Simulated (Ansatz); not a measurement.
Stretching the C5–H6 bond in CH5OSb (SMILES C[O][SbH2]) (multiplicity 1 held, fragments rigid). Energies count from the point at 1.097 Å.
Geometry at that point (charge 0, multiplicity 1):
```
atom    x (Å)    y (Å)    z (Å)
----  -------  -------  -------
Sb    -0.3916   0.2729   0.3797
H     -1.5274  -0.6889  -0.5020
H     -0.4229   1.4423  -0.8947
O      1.2163  -0.6790  -0.2641
C      1.3391  -0.9960  -1.6388
H      1.3361  -0.0961  -2.2654
H      2.2903  -1.5146  -1.7777
H      0.5293  -1.6528  -1.9785
```

Restricted levels (R-, RO-) in cc, def2 and unpolarised 6-31G sets keep to the state of the molecule at rest. U- levels take the lowest unrestricted solution at each point, which mixes spins at long bonds. Active spaces are followed from a long bond inwards. Curves can end on different states.

Frozen-core correlation. Filled d and f shells under p-block atoms count as core.

Programs: Ansatz (Gaussian basis) for Hartree–Fock, density functionals and correlated methods. Values without a source in brackets are computed. In def2 rows elements past Kr take small-core potentials, without spin–orbit coupling.

Energies in eV.

```json
[
 {"R (Å)": "0.877", "R-HF/def2-SVP": "1.29", "R-MP2/def2-SVP": "1.38", "U-MP2/def2-SVP": "1.38", "R-SCS-MP2/def2-SVP": "1.39", "U-CCSD/def2-SVP": "1.38", "FIC-MRCISD+Q on CASSCF(2,2)/def2-SVP": "1.39"},
 {"R (Å)": "0.987", "R-HF/def2-SVP": "0.25", "R-MP2/def2-SVP": "0.29", "U-MP2/def2-SVP": "0.29", "R-SCS-MP2/def2-SVP": "0.30", "U-CCSD/def2-SVP": "0.30", "FIC-MRCISD+Q on CASSCF(2,2)/def2-SVP": "0.30"},
 {"R (Å)": "1.097", "R-HF/def2-SVP": "0.00", "R-MP2/def2-SVP": "0.00", "U-MP2/def2-SVP": "0.00", "R-SCS-MP2/def2-SVP": "0.00", "U-CCSD/def2-SVP": "0.00", "FIC-MRCISD+Q on CASSCF(2,2)/def2-SVP": "0.00"},
 {"R (Å)": "1.206", "R-HF/def2-SVP": "0.18", "R-MP2/def2-SVP": "0.14", "U-MP2/def2-SVP": "0.14", "R-SCS-MP2/def2-SVP": "0.13", "U-CCSD/def2-SVP": "0.13", "FIC-MRCISD+Q on CASSCF(2,2)/def2-SVP": "0.13"},
 {"R (Å)": "1.316", "R-HF/def2-SVP": "0.58", "R-MP2/def2-SVP": "0.50", "U-MP2/def2-SVP": "0.50", "R-SCS-MP2/def2-SVP": "0.49", "U-CCSD/def2-SVP": "0.48", "FIC-MRCISD+Q on CASSCF(2,2)/def2-SVP": "0.47"},
 {"R (Å)": "1.480", "R-HF/def2-SVP": "1.36", "R-MP2/def2-SVP": "1.21", "U-MP2/def2-SVP": "1.21", "R-SCS-MP2/def2-SVP": "1.19", "U-CCSD/def2-SVP": "1.16", "FIC-MRCISD+Q on CASSCF(2,2)/def2-SVP": "1.14"},
 {"R (Å)": "1.645", "R-HF/def2-SVP": "2.19", "R-MP2/def2-SVP": "1.96", "U-MP2/def2-SVP": "1.96", "R-SCS-MP2/def2-SVP": "1.94", "U-CCSD/def2-SVP": "1.88", "FIC-MRCISD+Q on CASSCF(2,2)/def2-SVP": "1.83"},
 {"R (Å)": "1.919", "R-HF/def2-SVP": "3.48", "R-MP2/def2-SVP": "3.09", "U-MP2/def2-SVP": "3.50", "R-SCS-MP2/def2-SVP": "3.06", "U-CCSD/def2-SVP": "2.97", "FIC-MRCISD+Q on CASSCF(2,2)/def2-SVP": "2.82"},
 {"R (Å)": "2.193", "R-HF/def2-SVP": "4.56", "R-MP2/def2-SVP": "4.01", "U-MP2/def2-SVP": "4.09", "R-SCS-MP2/def2-SVP": "3.95", "U-CCSD/def2-SVP": "3.77", "FIC-MRCISD+Q on CASSCF(2,2)/def2-SVP": "3.53"},
 {"R (Å)": "2.522", "R-HF/def2-SVP": "5.62", "R-MP2/def2-SVP": "4.83", "U-MP2/def2-SVP": "4.35", "R-SCS-MP2/def2-SVP": "4.75", "U-CCSD/def2-SVP": "4.27", "FIC-MRCISD+Q on CASSCF(2,2)/def2-SVP": "4.06"},
 {"R (Å)": "2.961", "R-HF/def2-SVP": "6.71", "R-MP2/def2-SVP": "5.55", "U-MP2/def2-SVP": "4.45", "R-SCS-MP2/def2-SVP": "5.42", "U-CCSD/def2-SVP": "4.47", "FIC-MRCISD+Q on CASSCF(2,2)/def2-SVP": "4.38"},
 {"R (Å)": "3.509", "R-HF/def2-SVP": "7.71", "R-MP2/def2-SVP": "5.95", "U-MP2/def2-SVP": "4.49", "R-SCS-MP2/def2-SVP": "5.73", "U-CCSD/def2-SVP": "4.51", "FIC-MRCISD+Q on CASSCF(2,2)/def2-SVP": "4.50"}
]
```

Doubts at one or more of the structures used: a restricted determinant that unrestricted orbitals would lower (R-HF/def2-SVP, R-MP2/def2-SVP, R-SCS-MP2/def2-SVP); a spin-contaminated determinant (U-MP2/def2-SVP, U-CCSD/def2-SVP); T1 above 0.05 (U-CCSD/def2-SVP).

Ansatz is a program for electronic structure.
